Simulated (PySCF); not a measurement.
## Electron correlation in As (arsenic, neutral)

[Ar] 3d10 4s2 4p3, high-spin 4S determinant. All numbers are calculated (PySCF 2.14, the non-relativistic Hamiltonian (point nucleus), in 6-31G*). Frozen: [Ar] 3d10; 5 electrons correlated.

MP2 pair energies summed by pair of shells (mhartree):

```json
{"pair": "4s-4p", "energy": "-34.58", "share (%)": "64.7"}
{"pair": "4p-4p", "energy": "-11.86", "share (%)": "22.2"}
{"pair": "4s-4s", "energy": "-7.01", "share (%)": "13.1"}
```

Total MP2 correlation energy: -53.45 mhartree.

Same-spin part -14.07 and opposite-spin part -39.38 mhartree; SCS-MP2 scales them by 1/3 and 6/5 to -51.95 mhartree.

```
  level  correlation energy (mhartree)
   CCSD                         -68.01
    (T)                          -0.81
CCSD(T)                         -68.82
```

Diagnostics: T1 = 0.0024, D1 = 0.0062, largest double amplitude 0.056.

Cost of the coupled-cluster step: 0.12 s of wall time on 1 thread of Neoverse-V2 (shared host), for 5 correlated electrons.
